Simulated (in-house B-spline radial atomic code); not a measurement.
**RPA and G0W0 on LDA exchange-only: Cl VIII (Cl7+)**

Configuration [He] 2s2 2p6, mean-field start LDA exchange-only. Computed with a B-spline radial code for spherical atoms: all electrons, non-relativistic, point nucleus, each spin shell either full or empty, empty states to l = 9 with an (l + 1/2)⁻⁴ tail; G0W0 by contour deformation at full frequency.

Command:
```bash
python run_gw.py task.json out
```
Settings (radii: box in bohr, nucleus in fm):
```
Z                        17
electrons                10
configuration            [He] 2s2 2p6
hamiltonian              nr
method                   lda,
lmax                     9
spin_polarised           False
box_radius               8.41
intervals                47
```

Cost of the run: 0.5 s on 1 thread of Arm Neoverse V1, on a shared host.

Energies (hartree):

```tsv
term	value
mean-field total	-442.68975
Hartree-Fock functional on these orbitals	-444.75248
direct second order	-0.66875
second-order exchange	0.2359
SOSEX correction	0.22339
```

Problem. What is the RPA correlation energy, and what remains with SOSEX?

Solution. RPA gives -0.61863 hartree (-1.68 eV per electron); RPA + SOSEX gives -0.39524, and the second-order doubles -0.43285 hartree (no singles). SOSEX takes back 36 % of the RPA value.

Quasi-particle levels (eV):

```csv
level,occupied,mean field,Σx - vxc,Σc,QP weight,G0W0
2p,yes,-320.44,-30.57,?,?,?
2s,yes,-378.04,-40.43,4.88,0.973,-413.60
1s,yes,-2866.80,-126.55,30.13,0.894,-2963.22
3s,no,-119.31,6.17,-0.70,0.998,-113.85
```

G0W0 = mean field + (Σx - vxc) + Σc, with Σc (partial-wave tail included) taken at the quasi-particle energy.

Problem. Where does G0W0 put 2p?

Solution. At -348.77 eV, with Σc = 2.24 eV and a quasi-particle weight of 0.980. The tabulated removal energy is 348.306 ± 0.007 eV (NIST, measured); the calculation leaves out relativity, Breit and QED terms, and what these don't explain is the method's own error.
